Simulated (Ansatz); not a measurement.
Species: YCl, charge 0, multiplicity 1. 
Geometry from a B3LYP-D3(BJ)/def2-TZVP (Ansatz, an electronic-structure program) optimisation:
SMILES: [Y][Cl]
```xyz
2

Y      0.0000     0.0000    -0.7285
Cl     0.0000     0.0000     1.6713
```

Basis-set convergence of Hartree-Fock and CCSD correlation energies (hartree) with Ansatz. Valence correlation only, unless marked. No spin-orbit coupling. The frozen core is the preceding noble-gas configuration, with the filled d and f shells of earlier blocks. Past Kr the def2 sets carry scalar-relativistic core potentials.

The Hartree-Fock reference is unstable (checked in the largest basis), which strains HF and MP2. 

| basis | functions | E(HF) | E(corr, CCSD) |
|---|---|---|---|
| def2-SVPD | 61 | -497.29089 | -0.20819 |
| def2-TZVPPD | 107 | -497.44995 | -0.26095 |
| def2-QZVPPD | 160 | -497.46386 | -0.28050 |

Extrapolating the two largest sets (X = 3 and 4) as X^-3: E(corr) = (64·(-0.28050) - 27·(-0.26095))/37 = -0.2948 Eh, an estimate of the basis-set limit. The largest set recovers 95.2 % of it, the smallest 70.6 %.
